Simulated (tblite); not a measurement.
Compound: C6H9NO2 (charge +1 and doublet state).
Cartesian coordinates in Å at the GFN2-xTB level; atoms count from 1:
```xyz
18
C6H9NO2 angstrom
C      3.400   -0.127    0.154
C      2.259   -0.610   -0.630
N      1.071   -0.343   -0.331
C     -0.209   -0.528   -0.457
O     -0.797   -1.500    0.046
C     -0.997    0.584   -1.141
C     -2.288    0.925   -0.399
C     -3.051   -0.267    0.078
O     -4.171   -0.447    0.373
H      3.969   -0.990    0.504
H      3.091    0.476    1.003
H      4.074    0.440   -0.488
H      2.480   -1.200   -1.521
H     -1.231    0.223   -2.148
H     -0.368    1.469   -1.235
H     -2.067    1.509    0.503
H     -2.945    1.529   -1.034
H     -2.228   -1.135    0.182
```

Calculated harmonic vibrations of the isolated species, GFN2-xTB (tblite), most abundant isotopes, no scaling. Against measured fundamentals such values can be off by several per cent, at times by over 20. One conformer, not necessarily the lowest. Open shells enter through the occupations alone, without spin polarisation, and single modes of such species can be off by tens of per cent.

Harmonic wavenumbers (cm⁻¹): 41.5, 75.7, 115.0, 140.0, 166.7, 197.5, 246.8, 293.9, 347.3, 425.3, 464.9, 517.4, 570.6, 657.8, 740.2, 804.9, 824.6, 887.9, 952.3, 975.9, 988.9, 1006.4, 1077.4, 1091.1, 1114.3, 1157.3, 1203.4, 1211.3, 1252.4, 1278.8, 1324.7, 1351.2, 1362.1, 1404.3, 1423.6, 1429.2, 1540.9, 1808.4, 1881.5, 1931.5, 2933.1, 2941.5, 2952.9, 2969.8, 2991.8, 3016.9, 3025.7, 3073.2.

A = 5244, B = 677.3, C = 634.4 MHz; mass 127.063 u (most abundant isotopes); point group C1, symmetry number 1; spin multiplicity 2.

**Question.** What is the zero-point energy?

**Answer.** ½Σν̃ = 30095 cm⁻¹ = 360.02 kJ/mol.

**Question.** Entropy at 200 K, 1 bar (ideal gas, RRHO, classical rotation)?

**Answer.** Translation 160.98, rotation 117.81, vibration 80.71, spin (R ln 2) 5.76: S = 365.3 J/(mol K).

**Question.** And Cp and H(200 K) − H(0)?

**Answer.** Cp = 117.56 J/(mol K), of which vibrations give 84.30 (their classical limit is 48 R = 399.1); H(200 K) − H(0) = 15.41 kJ/mol without the zero-point energy, 8.76 from vibrations.

**Question.** What must be added to the electronic energy to get the Gibbs energy at 200 K and 1 bar?

**Answer.** ZPE + [H(200 K) − H(0)] − T·S = 360.02 + 15.41 − 73.05 = 302.38 kJ/mol.

**Question.** How do the functions run with temperature in this model?

**Answer.** 
```csv
T (K),S (J/(mol K)),Cp (J/(mol K)),H − H(0) (kJ/mol),G − H(0) (kJ/mol),ln q(vib)
150,334.2,99.2,10.00,-40.14,3.11
250,393.5,136.7,21.76,-76.62,5.74
298.15,419.2,155.7,28.80,-96.19,6.98
400,470.6,195.1,46.69,-141.53,9.56
600,562.2,257.4,92.32,-245.00,14.49
900,678.9,317.0,179.28,-431.75,21.46
```

q(vib) and H(0) count from the zero-point level.

**Question.** Blend soft modes into free rotors: weight 1/[1 + (100 cm⁻¹/ν̃)⁴] for the oscillator and the rest for a rotor with moment μB/(μ + B), μ = h/(8π²ν), B = 10⁻⁴⁴ kg m². What vibrational entropy results?

**Answer.** 75.07 J/(mol K) in place of 80.71, which changes −T·S at 200 K by +1.13 kJ/mol.

**Question.** Which modes carry the vibrational entropy at 200 K?

**Answer.** 41.5 cm⁻¹: 18.40; 75.7 cm⁻¹: 13.47; 115.0 cm⁻¹: 10.12; 140.0 cm⁻¹: 8.60; 166.7 cm⁻¹: 7.28; 197.5 cm⁻¹: 6.06 J/(mol K); the other 42 give 16.78 together.

Hindered rotation and anharmonicity are outside this model. Other conformers, if any are populated, would add a mixing term that is left out. The structure is chiral; the term R ln 2 for an equal mix with its mirror image is left out.

On an Arm Neoverse N1 with one thread, shared host with 64 logical CPUs at a one-minute load of 38, this took 0.92 s. The figure is for the frequency step alone.
